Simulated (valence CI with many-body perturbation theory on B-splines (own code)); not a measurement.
## Tl⁴¹⁺: key properties

Method: valence CI with perturbative core correlation (CI+MBPT): four valence electrons over a frozen Dirac-Fock core [Kr], a basis of 7 s, 7 p, 8 d, 6 f, 4 g, 1 h functions for each j, with the one-electron correlation potential Σ1 (screened to all orders), the two-electron term Σ2, the three-electron term Σ3, Breit, model QED; selected single and double excitations, second order for the rest, scaled by the run's own slope (own B-spline code, finite nucleus).

The last digits are not significant, and no measured levels were compared; by estimate large intervals hold to a few tenths of a per cent, small ones and those within an open d or f shell to about a per cent. Only levels of the ground parity were solved; by the run's estimate the other parity begins above the list, which can be wrong where configurations are misplaced.

Levels are named by their leading jj configuration (3d3/2^4 stands for four electrons in 3d with j = 3/2), which in mixed levels can hold well under half, so a name can repeat and another be missing.

Rates and lifetimes use the calculated energies. Strong lines usually hold to 10 to 20 %, long lifetimes can be off by a factor of two.

(1) What is the ground level?

(2) How well does LS coupling describe the low levels?

(3) What is the ionisation energy?

(4) Name the longest-lived excited levels whose lifetime is computed, and their main decay.

Answers

(1) (4d3/2^4) J=0, composition 60 % 4d4 3P + 26 % 4d4 5D + 14 % 4d4 1S.

(2) Among the lowest 20 levels the leading LS term, summed over configurations, holds 48 % on average. For single configurations the figures are 48 % in LS and 96 % in jj coupling. Terms mix most in the J = 4 level at 31.15 eV, where the leading one holds 28 %.

(3) 2015.3 eV; NIST lists 2014 ± 4 eV (theoretical).

(4) (4d3/2^2 4d5/2^2) J=6 at 60.73 eV lives 22.2 ms, mostly by E2 to (4d3/2^3 4d5/2) J=4. The lifetime of (4d3/2^3 4d5/2) J=4 is too uncertain to give, and may be longer.
